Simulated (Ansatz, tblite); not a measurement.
Isomers of Ta4Si3 (singlet), found by a short tight-binding search and relaxed with PBE-D4/def2-SVP in Ansatz.

In the def2 sets Ta takes a core potential; there is no spin–orbit coupling. The xTB rows come from tblite. LC-ωPBE has ω = 0.4 bohr⁻¹. HSE06 is defined as in plane-wave codes, on full-range PBE exchange.

Run but left out: HF/def2-SVP, MP2/def2-SVP, CCSD/def2-SVP, CCSD(T)/def2-SVP (A: restricted singlet, unstable towards broken spin symmetry); GFN2-xTB (tight binding far off the other levels); HF/def2-SVP, MP2/def2-SVP, CCSD/def2-SVP, CCSD(T)/def2-SVP (flagged by the program: other amplitudes).

A: The restricted singlet is unstable towards broken spin symmetry in Hartree–Fock (as tested in another run); at PBE-D4/def2-TZVP, r2SCAN-D4/def2-TZVP, PBE0-D4/def2-TZVP, HSE06-D4/def2-TZVP and others this wasn't settled. C: The restricted singlet is unstable towards broken spin symmetry in Hartree–Fock (as tested in another run); at PBE-D4/def2-TZVP, r2SCAN-D4/def2-TZVP, PBE0-D4/def2-TZVP, HSE06-D4/def2-TZVP and others this wasn't settled.

Other spin states were run for one of them alone.

For B, a triplet lies 0.12 eV below this singlet at PBE0-D4/def2-TZVP. The order below holds within this spin alone and isn't that of the ground states.

A:

Cartesian coordinates in Å:
```
Ta -1.628 -1.607 -0.479
Ta 0.800 -2.267 -1.010
Ta 0.164 0.284 -1.247
Ta 0.413 -0.646 1.037
Si 0.041 2.225 0.905
Si -1.831 0.695 0.482
Si 2.041 1.316 0.312
```

B:

```tsv
atom	x (Å)	y (Å)	z (Å)
Ta1	1.185	-1.145	0.868
Ta2	-1.003	-0.044	1.680
Ta3	0.652	0.838	-1.307
Ta4	1.044	1.411	1.078
Si5	-1.399	1.653	-0.170
Si6	-1.265	-1.087	-0.532
Si7	0.786	-1.626	-1.618
```

C:

```
atom    x (Å)    y (Å)    z (Å)
 Ta1   0.4361  -1.6058  -0.6934
 Ta2  -1.5492  -0.5845  -1.9852
 Ta3  -1.8195  -0.9604   0.5281
 Ta4   2.0943   0.2647  -0.0304
 Si5   0.3864  -0.3199   1.6770
 Si6   0.9607   2.2130   0.9344
 Si7  -0.5088   0.9929  -0.4306
```

Problem. Estimate which lies lowest at each level, and how far above it the others are (eV).

Solution. 
```json
{"level": "GFN1-xTB", "A": "0.00", "B": "0.25", "C": "2.21"}
{"level": "PBE-D4/def2-TZVP", "A": "1.20", "B": "0.00", "C": "1.85"}
{"level": "r2SCAN-D4/def2-TZVP", "A": "1.29", "B": "0.00", "C": "2.08"}
{"level": "PBE0-D4/def2-TZVP", "A": "1.37", "B": "0.00", "C": "2.14"}
{"level": "HSE06-D4/def2-TZVP", "A": "1.35", "B": "0.00", "C": "2.11"}
{"level": "LC-ωPBE/def2-TZVP", "A": "1.66", "B": "0.00", "C": "2.42"}
```
Point groups (tolerance 0.1 Å): A Cs, B not assigned, C not assigned. Lower isomers may exist.
